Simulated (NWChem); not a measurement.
System: CH$_{2}$F$_{2}$O$_{2}$Si; SMILES C(O)([SiH](F)F)=O

```xyz
8

O      1.2902    -1.4347     0.0000
C      0.1358    -1.1029     0.0000
O     -0.8860    -1.9671     0.0000
Si    -0.4182     0.7308     0.0000
F      0.2329     1.4170    -1.3008
F      0.2329     1.4170     1.3008
H     -0.5092    -2.8655     0.0000
H     -1.8762     0.9597     0.0000
```
Atoms are numbered in this order, from 1.

Computed with NWChem. Medium grid unless said otherwise, to which SCAN and Minnesota functionals are sensitive. The geometry was optimised at PBE0/def2-SVP. Total energies of different functionals are on different scales.

| level | energy (Ha) | highest occupied level (eV) | orbital gap (eV) | dipole (D) |
|---|---|---|---|---|
| PBE/def2-TZVP | -678.7252 | -6.86 | 4.34 | 2.75 |
| B3LYP/def2-TZVP | -679.2828 | -8.21 | 6.44 | 2.88 |
| M06-2X/def2-TZVP | -679.1045 | -10.00 | 9.48 | 2.96 |
| PBE0/def2-TZVP | -678.7445 | [?] | [?] | 2.90 |
| CAM-B3LYP/def2-TZVP | -679.1637 | -9.90 | 9.55 | 2.94 |
| Hartree-Fock/def2-TZVP | -676.9004 | -12.42 | 14.69 | 3.20 |

What belongs in the gaps?


- PBE0/def2-TZVP, highest occupied level (eV): -8.43
- PBE0/def2-TZVP, orbital gap (eV): 6.91
